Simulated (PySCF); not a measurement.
Species: C3H11NOSi4.
Atom-mapped SMILES: `[SiH3:1][SiH2:2][SiH2:3][SiH2:4][c:5]1[cH:6][cH:7][n:8][o:9]1`

NICS is the negative of the GIAO shielding at a point without a nucleus: at the ring centre (0) and 1 Å above and below it (1); zz is the component along the ring normal. Level: GIAO PBE0/pcSseg-1 (PySCF, non-relativistic, gas phase) on the GFN2-xTB geometry, one conformer.

Ring bond lengths (Å), with Mayer bond orders in brackets: C5–C6 1.369 (1.54), C6–C7 1.411 (1.26), C7–N8 1.304 (1.62), N8–O9 1.357 (1.01), O9–C5 1.346 (1.01).

Task: What do the NICS probes read (ppm)?

Result: 
| ring | type | NICS(0) | NICS(1), two faces | NICS(1)zz, two faces | rms pucker (Å) | centre to ring atoms, mean (Å) |
| --- | --- | --- | --- | --- | --- | --- |
| C5–C6–C7–N8–O9 | 5-membered ring with N and O; formal bonds all aromatic | -12.0 | -11.9 / -11.6 | -28.6 / -28.5 | 0.00 | 1.15 |

Task: What can be read from them?

Result: 
- C5–C6–C7–N8–O9: mean NICS(1)zz -28.6 ppm, shielded. The ring is flat and has no four-coordinate atom; by the NICS criterion it is aromatic.

Task: How equal are the bonds by HOMA? HOMA takes Krygowski's 1993 parameters.

Result: 
- C5–C6–C7–N8–O9: HOMA 0.60; the largest term is that of O9–C5, α(R − Ropt)² = 1.02.

Task: Give the inner angles of the rings and the Hirshfeld charges of the ring atoms.

Result: 
- C5–C6–C7–N8–O9: C5 108.0° (-0.030 e), C6 104.3° (-0.089 e), C7 110.9° (-0.007 e), N8 106.6° (-0.108 e), O9 110.2° (+0.003 e); sum 540.0° against 540° for a flat convex ring.

Conformer computed: `[SiH3:1][SiH2:2][SiH2:3][SiH2:4][c:5]1[cH:6][cH:7][n:8][o:9]1`: Si1–Si2–Si3–Si4 54°, Si2–Si3–Si4–C5 29°, Si3–Si4–C5–C6 148°.
